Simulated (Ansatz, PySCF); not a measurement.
System: C5H5S, charge 0, multiplicity 2. It need not be the lowest isomer of its formula. 
Geometry from a B3LYP-D3(BJ)/def2-TZVP (Ansatz, a first-principles code) optimisation:
```
C
C 1 1.3700
H 2 1.0798 1 123.83
C 2 1.4103 3 125.61 1 -180.00
C 4 1.3410 2 117.98 3 180.00
H 5 1.0762 4 131.52 2 180.00
C 1 1.4946 2 128.01 3 0.00
H 7 1.0900 1 109.76 2 0.00
H 7 1.0922 8 107.98 1 121.95
H 7 1.0922 8 107.98 9 116.10
S 1 1.7352 2 110.95 3 -180.00
```
Charge 0, spin multiplicity 2.

Total electronic energies in hartree. Cores are frozen in the correlated levels unless marked. UHF or UKS for open shells. No spin-orbit coupling. No relativistic terms. Basis-set limits of correlation are two-point, X^-3; Hartree-Fock from the larger set. The bracket is a focal-point correction in the basis named.

The UHF reference is spin-contaminated (<S^2> 0.37 over the pure value in the largest basis). 

| level | program | energy (Eh) |
|---|---|---|
| HF/cc-pV(T+d)Z | Ansatz | -589.78439 |
| HF-D3(BJ)/def2-TZVPD | PySCF + dftd3 | -589.87229 |
| BLYP-D4/def2-TZVPD | Ansatz + dftd4 | -591.65676 |
| revPBE/def2-TZVPD | Ansatz | … |
| PBE0/STO-3G | Ansatz | -584.54123 |
| PBE0-D3(BJ)/def2-TZVPD | Ansatz + dftd3 | -591.35772 |
| r2SCANh-D4/def2-TZVPD | Ansatz + dftd4 | -591.57509 |
| r2SCANh/def2-TZVPD | Ansatz | -591.57225 |
| HSE06-D3(BJ)/def2-TZVPD | Ansatz + dftd3 | -591.33717 |
| CAM-B3LYP-D3(BJ)/def2-TZVPD | Ansatz + dftd3 | -591.62199 |
| CAM-B3LYP-D4/def2-TZVPD | Ansatz + dftd4 | -591.62261 |
| B2GP-PLYP-D3(BJ)/def2-TZVPD | Ansatz + dftd3 | -591.33449 |
| B2PLYP/def2-TZVPD | Ansatz | -591.41379 |
| RPA@PBE/cc-pV(Q+d)Z | Ansatz | -591.39326 |
| MP2/STO-3G | Ansatz | -583.28488 |
| MP2/6-31G | Ansatz | -590.01103 |
| RI-MP2/CBS(cc-pV(T+d)Z,cc-pV(Q+d)Z) | Ansatz | -590.8307 |
| SCS-MP2/6-31G* | Ansatz | -590.37101 |
| SCS-MP2/cc-pV(D+d)Z | Ansatz | -590.44412 |
| SCS-MP2/cc-pV(T+d)Z | Ansatz | -590.68769 |
| CCSD(T)/6-31G | Ansatz | -590.09852 |
| CCSD(T)/cc-pV(T+d)Z | Ansatz | -590.81523 |
| RI-MP2/CBS(cc-pV(T+d)Z,cc-pV(Q+d)Z)+[CCSD(T)-MP2]/cc-pV(T+d)Z | Ansatz | -590.9401 |

Task: Complete the blanks.

Result: 
- revPBE/def2-TZVPD, energy (Eh): -591.59920
